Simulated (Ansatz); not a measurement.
Method: Ansatz (a program for electronic structure) with r2SCAN-D4/def2-SVP. No frequencies were computed at this level.

Ansatz 0.2 input:
```yaml
crystal:
  periodic: [false, false, false]
  atoms:
    - { symbol: Ta, position_ang: [-0.072238, 0.028378, -0.04549] }
    - { symbol: F, position_ang: [0.593491, 1.417955, 1.008651] }
    - { symbol: F, position_ang: [-1.718696, 0.305193, 0.777346] }
    - { symbol: F, position_ang: [1.068988, -1.109496, 0.886633] }
    - { symbol: O, position_ang: [0.461403, 0.979937, -1.506351] }
    - { symbol: H, position_ang: [0.879145, 1.78549, -1.817756] }
    - { symbol: O, position_ang: [-0.715657, -1.318511, -1.018974] }
    - { symbol: H, position_ang: [-1.055321, -2.030234, -1.556956] }
basis:
  gaussian: { orbitals: def2-svp }
hamiltonian:
  xc: r2scan
  dispersion: d4
relax:
  max_steps: 150
```

Output:

```
Functional definition: r2SCAN
1150 factors; their error is unknown
mean field evaluation 1: about -13809.3113 eV, gradient 9.2e1 eV
mean field evaluation 2: about -13718.2535 eV, gradient 2.4e2 eV
mean field evaluation 4: about -13822.7826 eV, gradient 1.6e1 eV
mean field evaluation 8: about -13823.2396 eV, gradient 1.4e-1 eV
mean field evaluation 16: about -13823.1904 eV, gradient 8.6e-4 eV
mean field -13823.19041162 eV, -507.9928779321 hartree, gradient 1.6e-5 eV, S^2 0.000000; 0 other end points of the search recorded, 0 dependent functions left out
reference -13823.19043482 eV, -507.9928787848 hartree; 29, 29 occupied and 83, 83 virtual orbitals, 1150 factors
relax step   1: F+E_penalty+E_count = -13823.22464733 eV  Δ(F+E_penalty+E_count) = +0.000e0 eV  max|allowed force component| = 3.322e0 eV/Å  Δτ_max = 0.0000 Å  (30 SCF iters, accepted)
these checks for a lower state are left out or cut short: starts, cluster_reference, orbital_swaps, neighbouring_geometries, increment
1150 factors; their error is unknown
mean field -13823.57050642 eV, -508.0068461581 hartree, gradient 1.2e-5 eV, S^2 0.000000; 0 other end points of the search recorded, 0 dependent functions left out
reference -13823.57052963 eV, -508.0068470111 hartree; 29, 29 occupied and 83, 83 virtual orbitals, 1150 factors
relax step   2: F+E_penalty+E_count = -13823.60397002 eV  Δ(F+E_penalty+E_count) = -3.793e-1 eV  max|allowed force component| = 4.313e-1 eV/Å  Δτ_max = 0.0867 Å  (35 SCF iters, accepted)
these checks for a lower state are left out or cut short: starts, cluster_reference, orbital_swaps, neighbouring_geometries, increment
1150 factors; their error is unknown
mean field evaluation 32: about -13823.5909 eV, gradient 2.2e-4 eV
mean field -13823.59086403 eV, -508.0075942866 hartree, gradient 2.6e-5 eV, S^2 0.000000; 0 other end points of the search recorded, 0 dependent functions left out
reference -13823.59088723 eV, -508.0075951393 hartree; 29, 29 occupied and 83, 83 virtual orbitals, 1150 factors
relax step   3: F+E_penalty+E_count = -13823.62433780 eV  Δ(F+E_penalty+E_count) = -2.037e-2 eV  max|allowed force component| = 2.373e-1 eV/Å  Δτ_max = 0.0438 Å  (30 SCF iters, accepted)
these checks for a lower state are left out or cut short: starts, cluster_reference, orbital_swaps, neighbouring_geometries, increment
1150 factors; their error is unknown
mean field -13823.61749662 eV, -508.0085730165 hartree, gradient 1.4e-5 eV, S^2 0.000000; 0 other end points of the search recorded, 0 dependent functions left out
reference -13823.61751984 eV, -508.0085738695 hartree; 29, 29 occupied and 83, 83 virtual orbitals, 1150 factors
relax step   4: F+E_penalty+E_count = -13823.65094142 eV  Δ(F+E_penalty+E_count) = -2.660e-2 eV  max|allowed force component| = 7.509e-1 eV/Å  Δτ_max = 0.1393 Å  (35 SCF iters, accepted)
these checks for a lower state are left out or cut short: starts, cluster_reference, orbital_swaps, neighbouring_geometries, increment
1150 factors; their error is unknown
mean field -13823.63057619 eV, -508.0090536815 hartree, gradient 2.3e-5 eV, S^2 0.000000; 0 other end points of the search recorded, 0 dependent functions left out
reference -13823.63059943 eV, -508.0090545356 hartree; 29, 29 occupied and 83, 83 virtual orbitals, 1150 factors
relax step   5: F+E_penalty+E_count = -13823.66399809 eV  Δ(F+E_penalty+E_count) = -1.306e-2 eV  max|allowed force component| = 4.075e-1 eV/Å  Δτ_max = 0.0570 Å  (29 SCF iters, accepted)
these checks for a lower state are left out or cut short: starts, cluster_reference, orbital_swaps, neighbouring_geometries, increment
1150 factors; their error is unknown
mean field -13823.63995896 eV, -508.0093984922 hartree, gradient 5.1e-6 eV, S^2 0.000000; 0 other end points of the search recorded, 0 dependent functions left out
reference -13823.63998226 eV, -508.0093993484 hartree; 29, 29 occupied and 83, 83 virtual orbitals, 1150 factors
relax step   6: F+E_penalty+E_count = -13823.67333346 eV  Δ(F+E_penalty+E_count) = -9.335e-3 eV  max|allowed force component| = 1.077e-1 eV/Å  Δτ_max = 0.0614 Å  (31 SCF iters, accepted)
these checks for a lower state are left out or cut short: starts, cluster_reference, orbital_swaps, neighbouring_geometries, increment
1150 factors; their error is unknown
mean field evaluation 64: about -13823.6419 eV, gradient 1.8e-5 eV
mean field -13823.64186971 eV, -508.0094687107 hartree, gradient 1.8e-5 eV, S^2 0.000000; 0 other end points of the search recorded, 0 dependent functions left out
reference -13823.64189298 eV, -508.0094695662 hartree; 29, 29 occupied and 83, 83 virtual orbitals, 1150 factors
relax step   7: F+E_penalty+E_count = -13823.67523713 eV  Δ(F+E_penalty+E_count) = -1.904e-3 eV  max|allowed force component| = 7.258e-2 eV/Å  Δτ_max = 0.0230 Å  (29 SCF iters, accepted)
these checks for a lower state are left out or cut short: starts, cluster_reference, orbital_swaps, neighbouring_geometries, increment
1150 factors; their error is unknown
mean field -13823.64259244 eV, -508.0094952705 hartree, gradient 1.9e-5 eV, S^2 0.000000; 0 other end points of the search recorded, 0 dependent functions left out
reference -13823.64261570 eV, -508.0094961253 hartree; 29, 29 occupied and 83, 83 virtual orbitals, 1150 factors
relax step   8: F+E_penalty+E_count = -13823.67595500 eV  Δ(F+E_penalty+E_count) = -7.179e-4 eV  max|allowed force component| = 6.257e-2 eV/Å  Δτ_max = 0.0293 Å  (29 SCF iters, accepted)
these checks for a lower state are left out or cut short: starts, cluster_reference, orbital_swaps, neighbouring_geometries, increment
1150 factors; their error is unknown
mean field -13823.64291158 eV, -508.0095069989 hartree, gradient 1.5e-5 eV, S^2 0.000000; 0 other end points of the search recorded, 0 dependent functions left out
reference -13823.64293484 eV, -508.0095078538 hartree; 29, 29 occupied and 83, 83 virtual orbitals, 1150 factors
relax step   9: F+E_penalty+E_count = -13823.67627167 eV  Δ(F+E_penalty+E_count) = -3.167e-4 eV  max|allowed force component| = 2.289e-2 eV/Å  Δτ_max = 0.0113 Å  (31 SCF iters, accepted)
these checks for a lower state are left out or cut short: starts, cluster_reference, orbital_swaps, neighbouring_geometries, increment
1150 factors; their error is unknown
mean field -13823.64323928 eV, -508.0095190417 hartree, gradient 1.4e-5 eV, S^2 0.000000; 0 other end points of the search recorded, 0 dependent functions left out
reference -13823.64326254 eV, -508.0095198965 hartree; 29, 29 occupied and 83, 83 virtual orbitals, 1150 factors
relax step  10: F+E_penalty+E_count = -13823.67659753 eV  Δ(F+E_penalty+E_count) = -3.259e-4 eV  max|allowed force component| = 3.824e-2 eV/Å  Δτ_max = 0.0195 Å  (30 SCF iters, accepted)
these checks for a lower state are left out or cut short: starts, cluster_reference, orbital_swaps, neighbouring_geometries, increment
1150 factors; their error is unknown
mean field -13823.64346457 eV, -508.0095273210 hartree, gradient 1.4e-5 eV, S^2 0.000000; 0 other end points of the search recorded, 0 dependent functions left out
reference -13823.64348783 eV, -508.0095281757 hartree; 29, 29 occupied and 83, 83 virtual orbitals, 1150 factors
relax step  11: F+E_penalty+E_count = -13823.67682177 eV  Δ(F+E_penalty+E_count) = -2.242e-4 eV  max|allowed force component| = 5.624e-2 eV/Å  Δτ_max = 0.0244 Å  (30 SCF iters, accepted)
these checks for a lower state are left out or cut short: starts, cluster_reference, orbital_swaps, neighbouring_geometries, increment
1150 factors; their error is unknown
mean field evaluation 96: about -13823.6436 eV, gradient 3.0e-5 eV
mean field -13823.64358544 eV, -508.0095317629 hartree, gradient 1.5e-5 eV, S^2 0.000000; 0 other end points of the search recorded, 0 dependent functions left out
reference -13823.64360870 eV, -508.0095326177 hartree; 29, 29 occupied and 83, 83 virtual orbitals, 1150 factors
relax step  12: F+E_penalty+E_count = -13823.67694636 eV  Δ(F+E_penalty+E_count) = -1.246e-4 eV  max|allowed force component| = 1.801e-2 eV/Å  Δτ_max = 0.0080 Å  (30 SCF iters, accepted)
these checks for a lower state are left out or cut short: starts, cluster_reference, orbital_swaps, neighbouring_geometries, increment
1150 factors; their error is unknown
mean field -13823.64359966 eV, -508.0095322852 hartree, gradient 1.5e-5 eV, S^2 0.000000; 0 other end points of the search recorded, 0 dependent functions left out
reference -13823.64362292 eV, -508.0095331400 hartree; 29, 29 occupied and 83, 83 virtual orbitals, 1150 factors
relax step  13: F+E_penalty+E_count = -13823.67696039 eV  Δ(F+E_penalty+E_count) = -1.403e-5 eV  max|allowed force component| = 2.402e-3 eV/Å  Δτ_max = 0.0051 Å  (32 SCF iters, accepted)
1150 factors; their error is unknown
mean field evaluation 128: about -13823.6436 eV, gradient 2.2e-5 eV
mean field -13823.64359966 eV, -508.0095322852 hartree, gradient 1.5e-5 eV, S^2 0.000000; 1 other end points of the search recorded, 0 dependent functions left out
reference -13823.64362292 eV, -508.0095331400 hartree; 29, 29 occupied and 83, 83 virtual orbitals, 1150 factors
Total energy: -13823.67698365 eV, -508.0107591245 hartree
Atom 0 at    -0.078693     0.017701    -0.033914 Å, force     0.000978     0.002180     0.001663 eV/Å
Atom 1 at     0.627291     1.488249     0.956013 Å, force    -0.000318    -0.000915    -0.000733 eV/Å
Atom 2 at    -1.754324     0.420074     0.716526 Å, force     0.000245     0.000078     0.000168 eV/Å
Atom 3 at     1.190261    -1.068629     0.827695 Å, force     0.000000     0.000379     0.000262 eV/Å
Atom 4 at     0.450848     0.947569    -1.606810 Å, force     0.000621     0.001330     0.000547 eV/Å
Atom 5 at     0.883840     1.810323    -1.523999 Å, force    -0.000796    -0.001661    -0.000359 eV/Å
Atom 6 at    -0.767635    -1.419604    -1.035854 Å, force    -0.001300    -0.002402    -0.001662 eV/Å
Atom 7 at    -1.110473    -2.136971    -1.572555 Å, force     0.000570     0.001010     0.000114 eV/Å
Dipole moment:    -0.080190    -0.197136    -0.518320 e Å
```

Cost: very roughly 60 core-seconds.
